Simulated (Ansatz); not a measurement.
Calculated with Ansatz (gas phase, PBE0-D4/def2-TZVP geometries, no zero-point term in ΔE). CCSD(T)/CBS adds triple-zeta CCSD(T) − MP2 to the extrapolated MP2 energy (def2 sets, frozen cores). This one scheme is used for every species. Functionals use def2-TZVPP. B3LYP here is the variant with VWN-RPA as its local correlation; programs differ in this. HSE06 is defined as in plane-wave codes. One conformer a species, not always the lowest.

Consider the formal exchange of groups at a B–F bond: `FBBF` + SiH₄ → `FBB[SiH3]` + H–F.

`FBBF`:

```xyz
6

F     1.873   -0.195    0.250
B     0.602   -0.570    0.216
B    -0.626    0.556   -0.181
F    -1.066    0.660   -1.427
H     0.386   -1.718    0.514
H    -1.169    1.267    0.628
```

SiH₄:

Cartesian coordinates in Å:
```
Si 0.000 0.000 0.000
H -0.533 0.044 -1.385
H -1.036 -0.547 0.912
H 0.366 1.372 0.433
H 1.203 -0.869 0.039
```

`FBB[SiH3]`:

Z-matrix (Å, degrees):
```
Si
B 1 2.013
H 1 1.487 2 114.7
H 1 1.493 2 104.9 3 118.4
H 1 1.489 2 112.1 3 -124.4
B 2 1.663 1 123.3 3 -10.9
H 2 1.199 1 115.5 3 166.3
F 6 1.328 2 124.3 1 -88.2
H 6 1.210 2 119.5 1 89.9
```

H–F:

Z-matrix (Å, degrees):
```
F
H 1 0.920
```

| level | ΔE (kcal/mol) | difference from CCSD(T)/CBS |
| --- | --- | --- |
| LDA (SPW92) | 31.0 | -1.4 |
| PBE-D4 | 30.3 | -2.1 |
| revPBE-D4 | 29.9 | -2.5 |
| BLYP-D4 | 34.1 | 1.7 |
| B97M-V | 32.2 | -0.2 |
| PBE0-D4 | 30.8 | -1.6 |
| r2SCAN0-D4 | 32.7 | 0.3 |
| HSE06-D4 | 30.8 | -1.6 |
| BHLYP-D4 | 35.6 | 3.2 |
| CAM-B3LYP-D4 | 36.2 | 3.8 |
| ωB97X-V | 34.3 | 1.9 |
| ωB97M-V | 34.7 | 2.3 |
| B2PLYP | 35.7 | 3.3 |
| PBE-QIDH | 32.8 | 0.4 |
| PBE | 31.1 | -1.3 |
| revPBE | 31.2 | -1.2 |
| BLYP | 35.8 | 3.4 |
| r2SCAN | 32.7 | 0.3 |
| PBE0 | 31.5 | -0.9 |
| B3LYP | 35.8 | 3.4 |
| r2SCANh | 32.8 | 0.4 |
| r2SCAN0 | 32.9 | 0.5 |
| HSE06 | 31.5 | -0.9 |
| BHLYP | 36.9 | 4.5 |
| CAM-B3LYP | 37.0 | 4.6 |
| LC-ωPBE | 33.6 | 1.2 |
| RPA@PBE/def2-TZVPP | 35.5 | 3.1 |
| HF/def2-SVP | 41.9 | 9.5 |
| MP2/def2-SVP | 40.3 | 7.9 |
| CCSD(T)/def2-SVP | 39.7 | 7.3 |
| MP2/def2-TZVPP | 34.3 | 1.9 |
| SCS-MP2/def2-TZVPP | 35.9 | 3.5 |
| CCSD/def2-TZVPP | 34.2 | 1.8 |
| CCSD(T)/def2-TZVPP | 33.8 | 1.4 |
| HF/def2-QZVPP | 39.6 | 7.2 |
| MP2/def2-QZVPP | 33.6 | 1.2 |
| SCS-MP2/def2-QZVPP | 35.1 | 2.7 |
| HF/CBS(def2) | 39.6 | 7.2 |
| MP2/CBS(def2) | 33.0 | 0.6 |
| CCSD/CBS(def2) | 32.9 | 0.5 |
| CCSD(T)/CBS | 32.4 | 0 |

Largest T1 diagnostic among the species: 0.014.

At CCSD(T), def2-SVP lies +7.3 kcal/mol from the extrapolated value and def2-TZVPP +1.4 kcal/mol. Leaving LDA and LC-ωPBE aside and taking each functional with its dispersion term where it has one, the values spread over 6.3 kcal/mol, from revPBE-D4 to CAM-B3LYP-D4. The D4 term adds −1.4 kcal/mol with B3LYP and −0.8 kcal/mol with PBE0; it sums over pairs of atoms, weighted by their polarisabilities, and B3LYP, whose exchange is more repulsive, gets the larger term.
